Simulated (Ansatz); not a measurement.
Program: Ansatz. Geometries: PBE0-D4/def2-TZVP. ΔE: electronic, gas phase. CCSD(T)/CBS is the MP2 limit (def2-TZVPP, def2-QZVPP) plus CCSD(T) − MP2 in def2-TZVPP, frozen cores. This one scheme is used for every species. DFT in def2-TZVPP. B3LYP here is the variant with VWN-RPA as its local correlation; programs differ in this. HSE06 is defined as in plane-wave codes. def2 core potentials past Kr. For Mo outer-core shells are correlated without core-valence functions, which leaves a few kJ/mol of doubt a bond. Each species was taken in one conformer, which may not be the lowest.

`C[N](C)[Mo]([OH])(=[S])=[S]` + HCl → `[OH][Mo](=[S])(=[S])[Cl]` + `CNC`  (ligand exchange at a Mo–N bond)

| level | ΔE (kJ/mol) | difference from CCSD(T)/CBS |
| --- | --- | --- |
| revPBE-D4 | -29.4 | 0.0 |
| r2SCAN-D4 | -36.1 | -6.7 |
| B97M-V | -40.4 | -11.0 |
| PBE0-D4 | -36.0 | -6.6 |
| BHLYP-D4 | -39.0 | -9.6 |
| CAM-B3LYP-D4 | -34.3 | -4.9 |
| ωB97X-V | -35.5 | -6.1 |
| ωB97M-V | -37.0 | -7.6 |
| PBE | -42.2 | -12.8 |
| PBE0 | -44.4 | -15.0 |
| B3LYP | -47.9 | -18.5 |
| r2SCANh | -40.6 | -11.2 |
| HSE06 | -44.5 | -15.1 |
| CCSD/def2-SVP | -22.5 | 6.9 |
| CCSD(T)/def2-TZVPP | -25.6 | 3.8 |
| HF/def2-QZVPP | -59.2 | -29.8 |
| CCSD(T)/CBS | -29.4 | 0 |

Largest T1 diagnostic among the species: 0.024, so the coupled-cluster value is less sure than usual.

The D4 term adds +13.9 kJ/mol with B3LYP and +8.4 kJ/mol with PBE0; it sums over pairs of atoms, weighted by their polarisabilities, and B3LYP, whose exchange is more repulsive, gets the larger term. Leaving LDA and LC-ωPBE aside and taking each functional with its dispersion term where it has one, the values, not all of them listed here, spread over 12.4 kJ/mol, from B2PLYP to revPBE-D4. LDA lies +15.2 kJ/mol from PBE without D4.
